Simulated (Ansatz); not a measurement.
A run on `N=C(N)BCl` with other settings.

```yaml
crystal:
  periodic: [false, false, false]
  atoms:
    - {symbol: N, position_ang: [1.162926, 0.580649, -0.949525]}
    - {symbol: C, position_ang: [0.319590, -0.039264, -0.210951]}
    - {symbol: N, position_ang: [0.532442, -1.350178, 0.114415]}
    - {symbol: B, position_ang: [-1.008510, 0.577976, 0.365781]}
    - {symbol: Cl, position_ang: [-1.484359, 2.183542, -0.082661]}
    - {symbol: H, position_ang: [0.831409, 1.523501, -1.136339]}
    - {symbol: H, position_ang: [0.022736, -1.762393, 0.873314]}
    - {symbol: H, position_ang: [1.428016, -1.748738, -0.116759]}
    - {symbol: H, position_ang: [-1.715652, -0.011292, 1.125626]}
basis:
  gaussian: {orbitals: x2c-TZVPPall}
magnetization: {spin_polarized: true, initial_magnetization: 0}
hamiltonian: {xc: {name: wB97X}}
accuracy: high
scf: {lower_state_search: full}
```

```sh
$ ansatz run in.yaml --threads 2 --pin off --events-out ev --progress --plain --max-ram 4352MiB
```

Shortened log:

```
Functional definition: wB97X
3843 factors; integrals over basis functions are off by at most 3.4e-8 eV
453 factors; integrals over basis functions are off by at most 1.8e-9 eV
mean field evaluation 1: about -17318.0001 eV, gradient 3.7e1 eV
mean field evaluation 2: about -17318.1251 eV, gradient 3.7e1 eV
mean field evaluation 4: about -17323.5594 eV, gradient 4.7e0 eV
mean field evaluation 8: about -17323.6651 eV, gradient 4.0e-1 eV
mean field evaluation 16: about -17323.6663 eV, gradient 4.8e-4 eV
mean field evaluation 32: about -17323.6663 eV, gradient 1.6e-8 eV
mean field -17323.66631495 eV, -636.6329946716 hartree, gradient 1.6e-8 eV, S^2 0.000000; 0 other end points of the search recorded, 0 dependent functions left out
reference -17323.66631179 eV, -636.6329945554 hartree; 23, 23 occupied and 199, 199 virtual orbitals, 3843 factors
Total energy: -17323.66631179 eV, -636.6329945554 hartree
Relativity: scalar
```

Run time 82 s (2 threads of an Arm Neoverse V1 on a shared host); peak host memory 2.2 GiB.
